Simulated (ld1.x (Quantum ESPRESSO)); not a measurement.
# Sr TM semilocal: all-electron and pseudo phase curves

```
Element                 : Sr
Generator               : ld1.x (Quantum ESPRESSO) 7.5
Type                    : norm-conserving Troullier–Martins (semilocal form)
Functional              : LDA (PZ)
Relativity              : scalar-relativistic
Frozen core             : [Ar] 3d10
Valence charge          : 10
Reference configuration : 4s2 4p6 4d0 5s2 5p0
Partial waves           : 4s (bound): rc 1.65 bohr; 4d (bound, empty): rc 3.55 bohr; 4p (bound): rc 1.95 bohr
Local potential         : the p channel
Core correction         : none
```

Occupied shells without a wave of their own: 5s. They enter only through the test configuration that unscreens the potential.

The phase is arctan(r·u′/u) with u = r·R(r), unwrapped; energies in Ry, scanned from -5 to 5 Ry. A pole is an energy at which the radial function vanishes at the test radius. The pseudo phase is shifted by a multiple of π to meet the all-electron one at the reference energy, and phase errors are pseudo minus all-electron; the curves can meet again beyond the range given. Levels narrower than the energy grid can be missing from the lists of poles. n/a: not evaluated, since a narrow level or a reset projector energy made the automatic matching unsafe.

Question: For each channel, where are the poles, and over which energies does the pseudopotential scatter like the atom?

Answer:

| channel | radius (bohr) | reference energy (Ry) | poles, all-electron | poles, pseudo | unbroken range about the reference energy with phases within 0.05 rad | phase error 1 Ry above the reference energy (rad) |
| --- | --- | --- | --- | --- | --- | --- |
| s | 3.83 | -3.01 | 0.73, 4.85 | 0.65, 4.29 | n/a | n/a |
| p | 3.83 | -1.68 | -1.66, 1.41 | -1.66, 1.36 | below 0.1 | -0.001 |
| d | 3.83 | -0.10 | 0.20, 2.81 | 0.20, 3.15 | below 0.8 | +0.084 |

Phases in the s channel:

| E (Ry) | all-electron | pseudo |
| --- | --- | --- |
| -5.00 | 1.447 | 1.447 |
| -4.48 | 1.439 | 1.439 |
| -3.96 | 1.429 | 1.429 |
| -3.44 | 1.415 | 1.415 |
| -2.92 | -1.725 | -1.725 |
| -2.40 | -1.760 | -1.760 |
| -1.88 | -1.796 | -1.796 |
| -1.36 | -1.858 | -1.859 |
| -0.84 | -2.019 | -2.023 |
| -0.32 | -3.071 | -3.168 |
| 0.20 | -4.498 | -4.527 |
| 0.72 | -4.710 | -4.730 |
| 1.24 | -4.817 | -4.846 |
| 1.76 | -4.945 | -5.025 |
| 2.28 | -5.341 | -6.064 |
| 2.80 | -7.201 | -7.530 |
| 3.32 | -7.646 | -7.731 |
| 3.84 | -7.759 | -7.810 |
| 4.36 | -7.816 | -7.860 |
| 4.88 | -7.856 | -7.905 |
